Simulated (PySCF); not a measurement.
**Spinor energies of Zr²⁹⁺ (zirconium, charge +29)**

Start: [Ne] 3s1; 3s1/2 filled at m_j = +1/2. Calculated with PySCF 2.14 in an even-tempered Gaussian basis (18 s from 4.6 bohr⁻², ratio 2.4; 13 p from 6 bohr⁻², ratio 2.4; 5 d from 19 bohr⁻², ratio 2.6; 4 f from 29 bohr⁻², ratio 2.6): generalised Hartree-Fock with the X2C-1e Hamiltonian and a Gaussian nucleus; one run each with spin-orbit coupling (SO) switched off, then screened by Boettger's factors.

```
spinor shell  electrons  ε, spin-free (eV)  ε, screened SO (eV)  weight of nominal j (screened SO)  rms radius, screened SO (bohr)
       1s1/2          2           -19620.3             -19619.7                              1.000                          0.0426
       2s1/2          2            -4009.3              -4009.2                              1.000                           0.172
       2p1/2          2            -3737.4              -3798.8                              1.000                           0.150
       2p3/2          4            -3737.4              -3708.5                              1.000                           0.154
       3s1/2          1            -1581.9              -1581.9                              1.000                           0.417
```

| quantity | spin-free | screened SO |
| --- | --- | --- |
| E (hartree) | -2975.91670 | -2976.21474 |
| M_J | 1/2 | 1/2 |
| ⟨J²⟩ | 0.750 | 0.750 |
| ⟨L²⟩ | 0.000 | 0.002 |
| ⟨S²⟩ | 0.750 | 0.752 |

Each row is a mean over spinors that exchange with the open shell spreads, by up to 6.933 eV (2s1/2).

Breit and QED terms are absent; they matter most for the inner s and p1/2 levels.

Densities and radii are taken from the X2C orbitals without a picture-change correction, which distorts them close to the nucleus.

Without spin-orbit coupling the j labels of p, d and f shells carry no meaning; the spin-free column gives the mean over the occupied spinors of each nl shell.
